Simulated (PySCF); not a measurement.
The dipole of `[Si](C)(C)(OCCB(F)F)C` from its density and from atomic charges.

Coordinates (PBE0-D3(BJ)/def2-SVP, Å) and charges (e) from the PBE0/pcSseg-1 density (PySCF):

```tsv
atom	x	y	z	Mulliken	IAO	Hirshfeld	ESP-fitted
C1	-1.452	1.027	1.753	-0.6506	-0.7428	-0.2204	-0.7277
Si2	-1.350	-0.062	0.228	+1.0528	+1.2933	+0.4530	+1.1272
C3	-1.850	0.912	-1.297	-0.6479	-0.7426	-0.2205	-0.7230
C4	-2.387	-1.603	0.420	-0.6328	-0.7316	-0.2169	-0.8423
O5	0.221	-0.629	0.044	-0.6562	-0.6406	-0.2304	-0.6067
C6	1.361	0.170	-0.088	+0.0768	-0.0222	+0.0051	+0.4478
C7	2.575	-0.713	-0.281	-0.4914	-0.4629	-0.1555	-0.5374
B8	3.948	0.017	-0.381	+0.7473	+0.7403	+0.3230	+0.8239
F9	5.064	-0.650	-0.614	-0.2856	-0.3147	-0.1421	-0.3316
F10	4.075	1.325	-0.229	-0.2933	-0.3167	-0.1384	-0.3357
H11	-1.106	0.482	2.646	+0.1420	+0.1527	+0.0418	+0.1671
H12	-0.832	1.932	1.647	+0.1380	+0.1488	+0.0397	+0.1460
H13	-2.488	1.354	1.936	+0.1393	+0.1528	+0.0418	+0.1596
H14	-2.896	1.250	-1.219	+0.1385	+0.1525	+0.0416	+0.1562
H15	-1.224	1.808	-1.432	+0.1376	+0.1484	+0.0396	+0.1498
H16	-1.761	0.295	-2.204	+0.1422	+0.1529	+0.0417	+0.1647
H17	-2.293	-2.247	-0.468	+0.1438	+0.1562	+0.0440	+0.1945
H18	-2.058	-2.184	1.295	+0.1436	+0.1562	+0.0440	+0.1935
H19	-3.452	-1.354	0.553	+0.1376	+0.1501	+0.0415	+0.1888
H20	1.265	0.862	-0.949	+0.1049	+0.1125	+0.0318	-0.0376
H21	1.503	0.809	0.806	+0.1071	+0.1150	+0.0313	-0.0358
H22	2.444	-1.347	-1.176	+0.1524	+0.1698	+0.0514	+0.1270
H23	2.641	-1.433	0.556	+0.1542	+0.1726	+0.0528	+0.1316
```

Question: Compute μ = Σ q r for each scheme (1 e·Å = 4.803 D) and compare with the dipole of the full density.

Answer: The full density gives (-1.79, 0.28, 0.16) D, 1.82 D in size; dipole vectors point from the negative to the positive end.

```
    scheme     μx    μy    μz  size (D)  share of the full size (%)  angle to the full dipole (°)
  Mulliken  -1.11  0.91  0.07      1.44                          79                            31
       IAO  -2.16  0.33  0.19      2.20                         120                             0
 Hirshfeld  -1.09  0.04  0.10      1.10                          60                             7
ESP-fitted  -1.87  0.26  0.16      1.90                         104                             1
```

Question: Which set comes closest?

Answer: Length of the difference vector: ESP-fitted 0.08 D, IAO 0.37 D, Hirshfeld 0.75 D, Mulliken 0.94 D. Closest: ESP-fitted. The schemes that divide the density aren't constrained to reproduce the dipole.

Question: What is left for the Hirshfeld atoms' own dipoles?

Answer: The Hirshfeld atoms' densities add up to the full density, so μ = Σ q r + Σ (atomic dipoles). The atomic dipoles sum to (-1.79, 0.28, 0.16) − (-1.09, 0.04, 0.10) = (-0.70, 0.24, 0.06) D, 0.75 D in size.

Question: With the origin at the mean of the coordinates, (-0.002, 0.001, 0.067) Å, which are the largest single terms, by size, of the Hirshfeld dipole along the direction of the full one?

Answer: B8 -6.09, F9 +3.51, Si2 +2.90, F10 +2.55, C4 -2.22 D; all 23 atoms together +1.09 D. The single terms depend on the origin, their sum doesn't.

Question: Give the size of the full dipole in other units.

Answer: 1.82 D = 0.717 au = 0.380 e·Å = 6.08 × 10⁻³⁰ C·m.

One conformer (not necessarily the lowest) at the PBE0-D3(BJ)/def2-SVP geometry, without solvent, vibrations or thermal averaging.

The values belong to the conformer `[CH3:1][Si:2]([CH3:3])([CH3:4])[O:5][CH2:6][CH2:7][B:8]([F:9])[F:10]`: C1–Si2–O5–C6 -58°, Si2–O5–C6–C7 -178°, O5–C6–C7–B8 -177°, C6–C7–B8–F9 -177°.
